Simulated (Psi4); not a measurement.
BeBrI (SMILES [Br][Be][I]), singlet, at a GFN2-xTB geometry (such geometries of metal compounds can be far from the true shape) (core potentials on I), atoms displaced at random by about 0.08 Å a coordinate; R2SCAN/def2-SVP, gradient (Psi4).

Here is a job for Psi4.
```
memory 2 GB

molecule mol {
0 1
Be   -0.080490    0.098687   -0.564817
Br    0.020843   -0.064541   -2.327646
I    -0.085891   -0.050263    1.581209
symmetry c1
no_reorient
no_com
}

set {
  basis def2-svp
  reference rks
}

gradient('r2scan')
print_variables()
```

It wrote (shortened):

```
gradient() will perform analytic gradient computation.

   => Loading Basis Set <=

    Name: DEF2-SVP
    Role: ORBITAL
    Keyword: BASIS

    !!!  WARNING: ECP capability is in beta. Please check occupations closely.  !!!

         ---------------------------------------------------------
                                   SCF
               by Justin Turney, Rob Parrish, Andy Simmonett
                          and Daniel G. A. Smith
                              RKS Reference
         ---------------------------------------------------------

  ==> Geometry <==

    Molecular point group: c1
    Full point group: C1

    Geometry (in Angstrom), charge = 0, multiplicity = 1:

       Center              X                  Y                   Z               Mass
    ------------   -----------------  -----------------  -----------------  -----------------
         BE          -0.080490000000     0.098687000000    -0.564817000000     9.012183065000
         BR           0.020843000000    -0.064541000000    -2.327646000000    78.918337600000
         I           -0.085891000000    -0.050263000000     1.581209000000   126.904471900000

  Running in c1 symmetry.

  Rotational constants: A =     14.13019  B =      0.02252  C =      0.02250 [cm^-1]
  Rotational constants: A = 423612.54635  B =    675.20678  C =    674.43543 [MHz]
  Nuclear repulsion =  184.789684300029791

  Charge       = 0
  Multiplicity = 1
  Electrons    = 64
  Nalpha       = 32
  Nbeta        = 32

  ==> Algorithm <==

  SCF Algorithm Type is DF.
  DIIS enabled.
  MOM disabled.
  Fractional occupation disabled.
  Guess Type is SAD.
  Energy threshold   = 1.00e-08
  Density threshold  = 1.00e-08
  Integral threshold = 1.00e-12

  ==> Primary Basis <==

  Basis Set: DEF2-SVP
    Blend: DEF2-SVP
    Number of shells: 27
    Number of basis functions: 67
    Number of Cartesian functions: 72
    Spherical Harmonics?: true
    Max angular momentum: 2

  Core potential: DEF2-SVP
    Number of shells: 4
    Number of ECP primitives: 29
    Number of ECP core electrons: 28
    Max angular momentum: 3

  ==> DFT Potential <==

   => LibXC <=

    Version 7.1.2
    S. Lehtola, C. Steigemann, M. J. T. Oliveira, and M. A. L. Marques,  SoftwareX 7, 1–5 (2018) (10.1016/j.softx.2017.11.002)

   => Composite Functional: R2SCAN <=

    r2SCAN Meta-GGA XC Functional  (0.1021/acs.jpclett.0c02405)
    J. W. Furness, A. D. Kaplan, J. Ning, J. P. Perdew, J. Sun  J. Phys. Chem. Lett.  11, 8208–8215, 2020

    Deriv               =              1
    GGA                 =           TRUE
    Meta                =           TRUE

    Exchange Hybrid     =          FALSE
    MP2 Hybrid          =          FALSE

   => Exchange Functionals <=

    1.0000   XC_MGGA_X_R2SCAN

   => Correlation Functionals <=

    1.0000   XC_MGGA_C_R2SCAN

   => LibXC Density Thresholds  <==

    XC_MGGA_C_R2SCAN:  1.00E-15
    XC_MGGA_X_R2SCAN:  1.00E-11

   => Molecular Quadrature <=

    Radial Scheme          =       TREUTLER
    Pruning Scheme         =           NONE
    Nuclear Scheme         =       TREUTLER

    Blocking Scheme        =         OCTREE
    BS radius alpha        =              1
    Pruning alpha          =              1
    Radial Points          =             75
    Spherical Points       =            302
    Total Points           =          63700
    Total Blocks           =            582
    Max Points             =            254
    Max Functions          =             63
    Weights Tolerance      =       1.00E-15

   => Loading Basis Set <=

    Name: (DEF2-SVP AUX)
    Role: JKFIT
    Keyword: DF_BASIS_SCF

  ==> Integral Setup <==

  SCF_SUBTYPE=INCORE selected. In-core MEM_DF algorithm will be used.
  Using in-core AOs.

  ==> MemDFJK: Density-Fitted J/K Matrices <==

    J tasked:                   Yes
    K tasked:                    No
    wK tasked:                   No
    Algorithm:                 Core
    Schwarz Cutoff:           1E-12
    Mask sparsity (%):       8.9998
    Fitting Condition:        1E-10

   => Auxiliary Basis Set <=

  Basis Set: (DEF2-SVP AUX)
    Blend: DEF2-UNIVERSAL-JKFIT
    Number of shells: 123
    Number of basis functions: 535
    Number of Cartesian functions: 740
    Spherical Harmonics?: true
    Max angular momentum: 5

  Minimum eigenvalue in the overlap matrix is 1.0533108593E-02.
  Reciprocal condition number of the overlap matrix is 2.8940543234E-03.
    Using symmetric orthogonalization.

  ==> Pre-Iterations <==

  SCF Guess: Superposition of Atomic Densities via on-the-fly atomic UHF (no occupation information).

   -------------------------
    Irrep   Nso     Nmo
   -------------------------
     A         67      67
   -------------------------
    Total      67      67
   -------------------------

  ==> Iterations <==

                           Total Energy        Delta E     RMS |[F,P]|

   @DF-RKS iter SAD: -2882.32209422594769   -2.88232e+03   0.00000e+00
   @DF-RKS iter   1: -2885.99332025471631   -3.67123e+00   2.25302e-02 ADIIS/DIIS
   @DF-RKS iter   2: -2886.02770277297350   -3.43825e-02   2.28429e-02 ADIIS/DIIS
   @DF-RKS iter   3: -2886.47025220050500   -4.42549e-01   2.03408e-03 ADIIS/DIIS
   @DF-RKS iter   4: -2886.48267656709186   -1.24244e-02   8.54969e-04 ADIIS/DIIS
   @DF-RKS iter   5: -2886.48509559695003   -2.41903e-03   1.00845e-04 ADIIS/DIIS
   @DF-RKS iter   6: -2886.48512140521234   -2.58083e-05   1.99914e-05 DIIS
   @DF-RKS iter   7: -2886.48512265572117   -1.25051e-06   4.92591e-06 DIIS
   @DF-RKS iter   8: -2886.48512273347251   -7.77513e-08   6.38400e-07 DIIS
   @DF-RKS iter   9: -2886.48512273460392   -1.13141e-09   1.18846e-07 DIIS
   @DF-RKS iter  10: -2886.48512273465212   -4.82032e-11   2.61034e-08 DIIS
   @DF-RKS iter  11: -2886.48512273465212    0.00000e+00   5.75820e-09 DIIS
  Energy and wave function converged.

  ==> Post-Iterations <==

   Electrons on quadrature grid:
      Ntotal   =   63.9999986901 ; deviation = -1.310e-06

    Orbital Energies [Eh]
    ---------------------

    Doubly Occupied:

[...]
    Virtual:

[...]
    Final Occupation by Irrep:
              A
    DOCC [    32 ]
    NA   [    32 ]
    NB   [    32 ]

  @DF-RKS Final Energy: -2886.48512273465212

   => Energetics <=

    Nuclear Repulsion Energy =            184.7896843000297906
    One-Electron Energy =               -4487.8511446992524725
    Two-Electron Energy =                1533.2099537500951101
    DFT Exchange-Correlation Energy =    -116.6336160855247499
    Empirical Dispersion Energy =           0.0000000000000000
    VV10 Nonlocal Energy =                  0.0000000000000000
    Total Energy =                      -2886.4851227346521227

Computation Completed

Properties will be evaluated at   0.000000,   0.000000,   0.000000 [a0]

Properties computed using the SCF density matrix

 Multipole Moments:

 ------------------------------------------------------------------------------------
     Multipole            Electronic (a.u.)      Nuclear  (a.u.)        Total (a.u.)
 ------------------------------------------------------------------------------------

 L = 1.  Multiply by 2.5417464519 to convert [e a0] to [Debye]
 Dipole X            :          3.2636998           -3.2876132           -0.0239134
 Dipole Y            :          5.9878715           -5.8973855            0.0904860
 Dipole Z            :         83.2591546          -83.5195698           -0.2604153
 Magnitude           :                                                    0.2767231

 ------------------------------------------------------------------------------------

         ------------------------------------------------------------
                                   SCF GRAD
                          Rob Parrish, Justin Turney,
                       Andy Simmonett, and Alex Sokolov
         ------------------------------------------------------------

  ==> Geometry <==

    Molecular point group: c1
    Full point group: C1

    Geometry (in Angstrom), charge = 0, multiplicity = 1:

       Center              X                  Y                   Z               Mass
    ------------   -----------------  -----------------  -----------------  -----------------
         BE          -0.080490000000     0.098687000000    -0.564817000000     9.012183065000
         BR           0.020843000000    -0.064541000000    -2.327646000000    78.918337600000
         I           -0.085891000000    -0.050263000000     1.581209000000   126.904471900000

  Nuclear repulsion =  184.789684300029791

  ==> Basis Set <==

  Basis Set: DEF2-SVP
    Blend: DEF2-SVP
    Number of shells: 27
    Number of basis functions: 67
    Number of Cartesian functions: 72
    Spherical Harmonics?: true
    Max angular momentum: 2

  Core potential: DEF2-SVP
    Number of shells: 4
    Number of ECP primitives: 29
    Number of ECP core electrons: 28
    Max angular momentum: 3

  ==> DFJKGrad: Density-Fitted SCF Gradients <==

    Gradient:                    1
    J tasked:                  Yes
    K tasked:                   No
    wK tasked:                  No
    Integrals threads:           1
    Schwarz Cutoff:          1E-12
    Fitting Condition:       1E-10

   => Auxiliary Basis Set <=

  Basis Set: (DEF2-SVP AUX)
    Blend: DEF2-UNIVERSAL-JKFIT
    Number of shells: 123
    Number of basis functions: 535
    Number of Cartesian functions: 740
    Spherical Harmonics?: true
    Max angular momentum: 5

  ==> DFT Potential <==

   => LibXC <=

    Version 7.1.2
    S. Lehtola, C. Steigemann, M. J. T. Oliveira, and M. A. L. Marques,  SoftwareX 7, 1–5 (2018) (10.1016/j.softx.2017.11.002)

   => Composite Functional: R2SCAN <=

    r2SCAN Meta-GGA XC Functional  (0.1021/acs.jpclett.0c02405)
    J. W. Furness, A. D. Kaplan, J. Ning, J. P. Perdew, J. Sun  J. Phys. Chem. Lett.  11, 8208–8215, 2020

    Deriv               =              1
    GGA                 =           TRUE
    Meta                =           TRUE

    Exchange Hybrid     =          FALSE
    MP2 Hybrid          =          FALSE

   => Exchange Functionals <=

    1.0000   XC_MGGA_X_R2SCAN

   => Correlation Functionals <=

    1.0000   XC_MGGA_C_R2SCAN

   => LibXC Density Thresholds  <==

    XC_MGGA_C_R2SCAN:  1.00E-15
    XC_MGGA_X_R2SCAN:  1.00E-11

   => Molecular Quadrature <=

    Radial Scheme          =       TREUTLER
    Pruning Scheme         =           NONE
    Nuclear Scheme         =       TREUTLER

    Blocking Scheme        =         OCTREE
    BS radius alpha        =              1
    Pruning alpha          =              1
    Radial Points          =             75
    Spherical Points       =            302
    Total Points           =          63700
    Total Blocks           =            582
    Max Points             =            254
    Max Functions          =             63
    Weights Tolerance      =       1.00E-15

  -Total Gradient:
     Atom            X                  Y                   Z
    ------   -----------------  -----------------  -----------------
       1        0.003368575594    -0.003552987011    -0.082983022807
       2       -0.004233251010     0.005670346553     0.088594289039
       3        0.000767316216    -0.001862875205    -0.005188734824

  Variable Map:
  ----------------------------------------------------------------------------
[...]
  Array Variable Map:
  ----------------------------------------------------------------------------
[...]
[...]
```
